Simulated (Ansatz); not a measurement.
Total energies of C6H14ClF3N2OZr, SMILES `C[N](C)[Zr]([Cl])([O]CC(F)(F)F)[N](C)C`.

Z-matrix (Å, degrees):
```
Zr
Cl 1 2.402
N 1 2.017 2 107.9
C 1 3.171 2 121.1 3 134.1
C 1 2.934 2 93.0 3 -22.4
O 1 1.944 2 112.2 3 -124.0
C 1 3.168 2 117.6 3 18.6
N 1 2.009 2 111.0 3 115.6
C 1 2.901 2 92.9 3 94.7
H 4 1.099 1 123.9 2 -133.3
H 4 1.092 1 82.9 2 119.8
H 4 1.099 1 121.4 2 13.1
H 5 1.099 1 125.4 2 45.7
H 5 1.098 1 124.4 2 -151.9
H 5 1.097 1 72.6 2 -52.8
C 6 1.372 1 163.0 2 102.1
H 7 1.100 1 123.6 2 7.6
H 7 1.092 1 82.5 2 114.4
H 7 1.099 1 122.1 2 -139.2
H 9 1.098 1 123.8 2 49.5
H 9 1.099 1 126.4 2 -146.7
H 9 1.099 1 71.5 2 -48.7
C 16 1.515 6 111.9 1 7.7
H 16 1.097 6 111.3 1 127.2
H 16 1.097 6 111.5 1 -112.0
F 23 1.338 16 110.3 6 179.0
F 23 1.339 16 111.8 6 -61.3
F 23 1.337 16 112.0 6 58.9
```

The species carries charge 0 and has multiplicity 1. Correlated methods include outer-core shells of Zr, which these sets cover unevenly. Zr takes the def2 core potential. All single points use the PBE0-D4/def2-TZVP geometry. It is one conformer, not always the lowest. Basis def2-TZVPP, Ansatz.

```tsv
functional	energy without D4 (Eh)	D4 term (kJ/mol)
BLYP	-1228.88036	-168.0
r2SCAN	-1228.75434	-24.0
B97M-V	-1228.87206	–
r2SCAN0	-1228.61941	-27.8
HSE06 (plane-wave form)	-1228.12895	-66.5
BHLYP	-1228.65671	-100.5
CAM-B3LYP	-1228.82049	-72.7
ωB97X-V	-1228.79868	–
B2PLYP	-1228.39243	–
PBE-QIDH	-1227.94571	–
```

(1) Give the same for LDA (SPW92), PBE, revPBE, PBE0, B3LYP, r2SCANh, LC-ωPBE, ωB97M-V. (Estimate.)

B3LYP takes the VWN-RPA correlation (the form of Gaussian; ORCA's B3LYP/G). HSE06 is the plane-wave form, built on full-range PBE exchange. The double hybrids freeze the cores in their second-order part.

Results:

(1) Computed: 
```csv
functional,energy without D4 (Eh),D4 term (kJ/mol)
LDA (SPW92),-1222.00681,–
PBE,-1228.12597,-80.9
revPBE,-1228.82163,-224.5
PBE0,-1228.17245,-70.7
B3LYP,-1229.15280,-127.0
r2SCANh,-1228.69875,-25.5
LC-ωPBE,-1228.58169,–
ωB97M-V,-1228.75953,–
```

LC-ωPBE has ω = 0.4 bohr⁻¹.
